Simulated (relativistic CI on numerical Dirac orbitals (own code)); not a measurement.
## Yb XLIX: sensitivity of the levels to the model

Base calculation: Dirac-Coulomb-Breit CI, separate exchange-only KLI orbitals for each configuration, QED by a radiative potential, unscaled Slater integrals.

CI space (outside the closed core [Ne]): 3s²3p⁶3d⁴, 3s²3p⁵3d⁵, 3s3p⁶3d⁵, 3s²3p⁶3d³4s, 3s²3p⁶3d³4p, 3s²3p⁶3d³4d, 3s²3p⁵3d⁴4s, 3s²3p⁶3d³4f, 3s²3p⁵3d⁴4p, 3s3p⁶3d⁴4s, 3p⁶3d⁵4p, 3s3p⁶3d⁴4p, 3s²3p⁶3d²4s4p, 3s²3p⁶3d³5s, 3s3p⁶3d⁴4d, 3s²3p⁶3d³5p, 3s²3p⁶3d³5d, 3s²3p⁶3d³5g, 3s²3p⁶3d³6s, 3p⁶3d⁶, 3p⁵3d⁷, 3p⁵3d⁶4s, 3p⁶3d⁵4s, 3p⁵3d⁵4s², 3s²3p⁶3d²4s², 3s²3p⁶3d4s²4p, 3s²3p⁶3d4s²4d, 3s²3p⁶3d²4p², 3s²3p⁶3d4s4p², 3s²3p⁶3d4p³, 3s²3p⁶3d4p²4d, 3s²3p⁵3d²4s4p², 3s²3p⁶3d²4s4d, 3s²3p⁶3d4s4p4d, 3s²3p⁶3d4s4d², 3s²3p⁵3d²4s²4d, 3s3p⁶3d³4s², 3s3p⁶3d²4s²4p, 3s3p⁶3d²4s²4d. Double excitations out of closed p, d and f shells are left out; levels of such configurations are missing from the list, as are those of other unlisted configurations, and high levels can miss mixing partners. These lack a partner that the ground configuration has and come out too high: 3s²3p⁵3d⁴4p.

Variants: (1) P86 correlation estimate; (2) QED terms removed; (3) only the first 3 configurations. Shifts of the energy above 3s²3p⁶3d⁴ ³P0, in cm⁻¹, for the lowest level and the first level of each name with at least 55 % of one term (blank where a level changes its place among those of its configuration and J or its character, or is not in the variant):

```json
{"Level": "3s²3p⁶3d⁴ ³P0", "Base": "0", "Δ(1)": "0", "Δ(2)": "0", "Δ(3)": "0"}
{"Level": "3s²3p⁶3d⁴ ⁵D1", "Base": "379656", "Δ(1)": "-1", "Δ(2)": "-1192", "Δ(3)": "-461"}
{"Level": "3s²3p⁶3d⁴ ⁵D0", "Base": "829188", "Δ(1)": "0", "Δ(2)": "-2351", "Δ(3)": "-712"}
{"Level": "3s²3p⁶3d⁴ ³H5", "Base": "894923", "Δ(1)": "-2", "Δ(2)": "-2366", "Δ(3)": "-1499"}
{"Level": "3s²3p⁶3d⁴ ³G4", "Base": "961707", "Δ(1)": "0", "Δ(2)": "-2373", "Δ(3)": "-1361"}
{"Level": "3s²3p⁶3d⁴ ³G5", "Base": "1358171", "Δ(1)": "-1", "Δ(2)": "-3556", "Δ(3)": "-1442"}
{"Level": "3s²3p⁶3d⁴ ¹S0", "Base": "1514848", "Δ(1)": "+6", "Δ(2)": "-3323", "Δ(3)": "-596"}
{"Level": "3s²3p⁶3d⁴ ¹G4", "Base": "1566355", "Δ(1)": "-1", "Δ(2)": "-3523", "Δ(3)": "-332"}
```

At this charge energies of transitions that change n are usually good to better than 1 %, and those within a shell (Δn = 0) to a few per cent.

Ionisation energy from the two ground configurations alone: base 4237.7 eV; P86 correlation estimate 4239.69 eV. The NIST ASD value (theoretical) is 4238 eV.

LS names give the leading component of a level, which can be under half, so a name can repeat, a term be missing and a line seem to break the LS rules.
